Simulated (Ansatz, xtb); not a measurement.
# Relative energy of two isomers of C4H7BrOSi

We compare X, `C=C(CC=O)[SiH2]Br`, a singlet, with Y, `C/C=C(\C=O)[SiH2]Br`, a singlet. Both are isolated molecules in the gas phase, relaxed with r2SCAN-D4/def2-SVP; the shapes shown needn't be the lowest conformers.

X (Å):

```yaml
atoms:
  - { symbol: C, position_ang: [0.8640, 2.4102, 2.2974] }
  - { symbol: C, position_ang: [0.1336, 2.0436, 1.2314] }
  - { symbol: C, position_ang: [-1.1927, 2.7139, 0.9559] }
  - { symbol: C, position_ang: [-1.5250, 2.8035, -0.5023] }
  - { symbol: Br, position_ang: [2.1955, -0.5872, 1.2162] }
  - { symbol: O, position_ang: [-0.9160, 2.1864, -1.3497] }
  - { symbol: Si, position_ang: [0.7382, 0.6951, 0.0407] }
  - { symbol: H, position_ang: [0.5324, 3.2106, 2.9723] }
  - { symbol: H, position_ang: [1.8110, 1.9185, 2.5423] }
  - { symbol: H, position_ang: [-2.0274, 2.1317, 1.4056] }
  - { symbol: H, position_ang: [-1.2726, 3.7146, 1.4197] }
  - { symbol: H, position_ang: [-2.3941, 3.4500, -0.7853] }
  - { symbol: H, position_ang: [-0.3474, -0.2374, -0.3596] }
  - { symbol: H, position_ang: [1.5480, 1.1840, -1.1014] }
```

Y (Å):

```xyz
14

C     1.4393    3.1494    0.2582
C     0.5854    1.9283    0.3044
C     0.6671    0.8036   -0.4547
C     1.6736    0.6030   -1.5129
Br   -1.9393   -0.7549   -1.9582
O     1.7186   -0.4141   -2.1781
Si   -0.5353   -0.6234   -0.2247
H     2.2379    3.1163   -0.4925
H     1.8945    3.3233    1.2485
H     0.8092    4.0339    0.0611
H    -0.2121    1.9678    1.0619
H     2.4119    1.4265   -1.6920
H     0.1509   -1.9314   -0.0717
H    -1.3551   -0.3236    0.9844
```

Quicker runs give these differences E(Y) − E(X): GFN2-xTB −0.2 kcal/mol; HF/STO-3G −6.5 kcal/mol (at GFN2-xTB geometries); r2SCAN-D4/def2-SVP//GFN2-xTB −4.4 kcal/mol.

Question: Estimate E(Y) − E(X) at the level CCSD(T)/def2-SVP + ΔMP2/def2-TZVPP.

Answer: Calculated at CCSD(T)/def2-SVP + ΔMP2/def2-TZVPP: E(Y) − E(X) = −2.4 kcal/mol, so structure Y lies lower.

Level by level:

```tsv
level	geometry	E(Y) − E(X) (kcal/mol)	departure from the last row (kcal/mol)	job, with rough time for the two
GFN2-xTB	GFN2-xTB	−0.2	+2.2	optimisation, 0.62 s
HF/STO-3G	GFN2-xTB	−6.5	−4.1	single point, 0.52 s
r2SCAN-D4/def2-SVP//GFN2-xTB	GFN2-xTB	−4.4	−2.0	single point, 4.3 s
r2SCAN-D4/def2-SVP	r2SCAN-D4/def2-SVP	−4.0	−1.6	optimisation, 88 s
HF/def2-SVP	r2SCAN-D4/def2-SVP	−4.0	−1.6	part of the CCSD(T) run
MP2/def2-SVP	r2SCAN-D4/def2-SVP	−3.1	−0.7	part of the CCSD(T) run
CCSD(T)/def2-SVP	r2SCAN-D4/def2-SVP	−2.6	−0.3	single point
CCSD(T)/def2-SVP + ΔMP2/def2-TZVPP	r2SCAN-D4/def2-SVP	−2.4		single point, 2.1 min
```

As drawn, both hold the same kinds of bond in the same numbers. Structure X has 0 methyl groups, Y 1.

GFN2-xTB finds them nearly level. The largest departure from CCSD(T)/def2-SVP + ΔMP2/def2-TZVPP is that of HF/STO-3G, 4.1 kcal/mol. The last row adds to CCSD(T) the change of the MP2 difference between the two basis sets, here +0.3 kcal/mol.

With thermal terms from frequencies at re-optimised GFN2-xTB minima (ideal gas, soft modes damped towards free rotors, one conformer each, 298.15 K, 1 atm): on the last row, ΔE + ΔZPE = −2.7, ΔH = −2.2, ΔG = −3.5 kcal/mol.

The correlated steps freeze 19 core orbitals; the filled d shell of Br is correlated, in a basis made for valence electrons. Programs: Ansatz 0.2.0, xtb 6.7.1; the last row on 4 threads of Arm Neoverse V2 on a shared host.
